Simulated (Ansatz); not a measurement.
Geometry optimisation, UKS B3LYP-D4/def2-SVP in Ansatz.

The input (input.yaml):

```yaml
crystal:
  periodic: [false, false, false]
  atoms:
    - { symbol: F, position_ang: [-1.8474, -0.5643, 1.7288] }
    - { symbol: B, position_ang: [-1.441, -0.1234, 0.4046] }
    - { symbol: "N", position_ang: [-0.2902, 0.8331, 0.248] }
    - { symbol: Si, position_ang: [1.1216, -0.0409, -0.5937] }
    - { symbol: F, position_ang: [2.3988, 0.9418, -0.7539] }
    - { symbol: H, position_ang: [-2.0242, -0.4713, -0.5546] }
    - { symbol: H, position_ang: [0.1231, 1.0416, 1.2265] }
    - { symbol: H, position_ang: [1.4556, -1.2367, 0.1668] }
    - { symbol: H, position_ang: [0.5921, -0.4261, -1.8896] }
magnetization:
  spin_polarized: true
basis:
  gaussian: { orbitals: def2-SVP }
hamiltonian:
  xc: b3lyp
  dispersion: d4
relax:
  f_tol: 0.02
  max_steps: 50
```

Launched with:

```bash
$ ansatz run input.yaml --threads 2 --pin off --max-ram 3072MiB --backend cpu --events-out ev --progress --plain --runs-dir out
```

Q: Where does it end, and by what steps?

A: It converged. After 13 steps the energy has fallen by 1.172 eV; F1 moved furthest, 1.01 Å.

```
step  energy less start (eV)  largest force component (eV/Å)  accepted
   0                  0.0000                           3.364       yes
   1                 -0.6213                           1.814       yes
   2                 -0.8631                           0.979       yes
   3                 -1.0219                           0.277       yes
   4                 -1.0911                           0.252       yes
   5                 -1.1219                           0.317       yes
   6                 -1.1359                           0.190       yes
   7                 -1.1545                           0.214       yes
   8                 -1.1568                           0.334       yes
   9                 -1.1694                           0.166       yes
  10                 -1.1713                           0.092       yes
  11                 -1.1718                           0.089       yes
  12                 -1.1720                           0.033       yes
  13                 -1.1722                           0.008       yes
```

```xyz
9
Properties=species:S:1:pos:R:3
F -2.305 0.287 1.440
B -1.485 0.064 0.410
N -0.089 0.074 0.621
Si 1.147 -0.154 -0.583
F 1.740 1.281 -1.069
H -1.959 -0.150 -0.678
H 0.210 0.275 1.576
H 2.281 -0.896 0.020
H 0.546 -0.826 -1.755
```

Run time: 52 s on 2 threads of Arm Neoverse V1, on a shared host, peak memory 0.26 GiB.
